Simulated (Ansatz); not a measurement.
Pulling on the In1–H2 bond in ClFHIn (SMILES [F][InH][Cl]) (multiplicity 1 held, fragments rigid). Energies count from the point at 1.694 Å.
Geometry at that point (charge 0, multiplicity 1):
```xyz
4

In    -0.0947    -0.4182     0.2022
H     -1.0212    -1.8132     0.4545
F      1.5781    -0.1126     1.1639
Cl    -0.5023     1.3717    -1.2258
```

Signs of static correlation in def2-TZVPP, with CASSCF(2,2), from Ansatz (a program for electronic structure) runs.

```json
[
 {"R (Å)": "1.355", "T1 of restricted CCSD": "0.012", "⟨S²⟩ of UHF": "0.000", "largest double amplitude of restricted CCSD": "0.032", "weight of the CASSCF reference in MRCISD": "0.894", "CASSCF natural occupations": "1.98 0.02"},
 {"R (Å)": "1.524", "T1 of restricted CCSD": "0.013", "⟨S²⟩ of UHF": "0.000", "largest double amplitude of restricted CCSD": "0.032", "weight of the CASSCF reference in MRCISD": "0.893", "CASSCF natural occupations": "1.98 0.02"},
 {"R (Å)": "1.694", "T1 of restricted CCSD": "0.013", "⟨S²⟩ of UHF": "0.000", "largest double amplitude of restricted CCSD": "0.032", "weight of the CASSCF reference in MRCISD": "0.893", "CASSCF natural occupations": "1.97 0.03"},
 {"R (Å)": "1.863", "T1 of restricted CCSD": "0.013", "⟨S²⟩ of UHF": "0.000", "largest double amplitude of restricted CCSD": "0.033", "weight of the CASSCF reference in MRCISD": "0.893", "CASSCF natural occupations": "1.96 0.04"},
 {"R (Å)": "2.032", "T1 of restricted CCSD": "0.013", "⟨S²⟩ of UHF": "0.000", "largest double amplitude of restricted CCSD": "0.073", "weight of the CASSCF reference in MRCISD": "0.893", "CASSCF natural occupations": "1.94 0.06"},
 {"R (Å)": "2.286", "T1 of restricted CCSD": "0.014", "⟨S²⟩ of UHF": "0.156", "largest double amplitude of restricted CCSD": "0.133", "weight of the CASSCF reference in MRCISD": "0.893", "CASSCF natural occupations": "1.90 0.10"},
 {"R (Å)": "2.540", "T1 of restricted CCSD": "0.016", "⟨S²⟩ of UHF": "0.561", "largest double amplitude of restricted CCSD": "0.199", "weight of the CASSCF reference in MRCISD": "0.894", "CASSCF natural occupations": "1.83 0.17"},
 {"R (Å)": "2.964", "T1 of restricted CCSD": "___", "⟨S²⟩ of UHF": "0.854", "largest double amplitude of restricted CCSD": "0.334", "weight of the CASSCF reference in MRCISD": "0.894", "CASSCF natural occupations": "1.66 0.34"},
 {"R (Å)": "3.387", "T1 of restricted CCSD": "0.031", "⟨S²⟩ of UHF": "0.955", "largest double amplitude of restricted CCSD": "0.488", "weight of the CASSCF reference in MRCISD": "0.895", "CASSCF natural occupations": "1.45 0.55"},
 {"R (Å)": "3.895", "T1 of restricted CCSD": "0.039", "⟨S²⟩ of UHF": "0.993", "largest double amplitude of restricted CCSD": "___", "weight of the CASSCF reference in MRCISD": "0.895", "CASSCF natural occupations": "1.25 0.75"},
 {"R (Å)": "4.573", "T1 of restricted CCSD": "0.045", "⟨S²⟩ of UHF": "1.005", "largest double amplitude of restricted CCSD": "0.800", "weight of the CASSCF reference in MRCISD": "0.895", "CASSCF natural occupations": "1.10 0.90"},
 {"R (Å)": "5.419", "T1 of restricted CCSD": "0.044", "⟨S²⟩ of UHF": "1.007", "largest double amplitude of restricted CCSD": "0.879", "weight of the CASSCF reference in MRCISD": "0.895", "CASSCF natural occupations": "1.03 0.97"}
]
```

### Question
Complete the blanks.

### Answer

- 2.964, T1 of restricted CCSD: 0.022
- 3.895, largest double amplitude of restricted CCSD: 0.655

Doubts at one or more of the structures used: a restricted determinant that unrestricted orbitals would lower (R-CCSD(T)/def2-TZVPP); other coupled-cluster roots lie near (R-CCSD(T)/def2-TZVPP); a spin-contaminated determinant (U-CCSD(T)/def2-TZVPP); T1 above 0.05 (U-CCSD(T)/def2-TZVPP).
